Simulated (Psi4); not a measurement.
The Psi4 input:
```
memory 2 GB

molecule mol {
0 1
Se   -0.002122    0.055731   -0.001401
H    -0.991565   -0.986707    0.017580
H     1.063712   -0.908138    0.030069
}

set {
  basis def2-svp
  reference rks
}

energy('b3lyp')
print_variables()
```

**Question.** What does this run give for the number of basis functions, dipole moment, total energy, nuclear repulsion energy?

**Answer.** 
The number of basis functions comes out as 42. The dipole moment is 0.88 D and the total energy is -2402.4901 Eh. The nuclear repulsion energy comes out as 25.2919 Eh.
